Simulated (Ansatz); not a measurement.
Reaction (formal exchange of groups at a B–B bond): `NBBF` + `C=N` → `N=CBN` + `BF`

Isolated molecules relaxed with PBE0-D4/def2-TZVP in Ansatz; ΔE leaves out vibrations. CBS: MP2 limit from def2 TZ/QZ plus the TZ coupled-cluster correction, frozen cores. This one scheme is used for every species. Each species was taken in one conformer, which may not be the lowest.

| species | CCSD(T)/CBS(def2) energy (Eh) |
| --- | --- |
| `NBBF` | -206.56125 |
| `C=N` | -94.52360 |
| `N=CBN` | -175.27728 |
| `BF` | -125.82039 |

Task: Work out ΔE.

Result: ΔE = (-175.27728) + (-125.82039) − (-206.56125) − (-94.52360) = -0.01282 Eh = -33.7 kJ/mol.

Largest T1 diagnostic among the species: 0.015.

Leaving LDA and LC-ωPBE aside and taking each functional with its dispersion term where it has one, the values, not all of them listed here, spread over 7.7 kJ/mol, from BHLYP-D4 to PBE-D4. From BLYP to BHLYP (50 % exact exchange), in def2-TZVPP and without D4, ΔE moves by −4.2 kJ/mol.
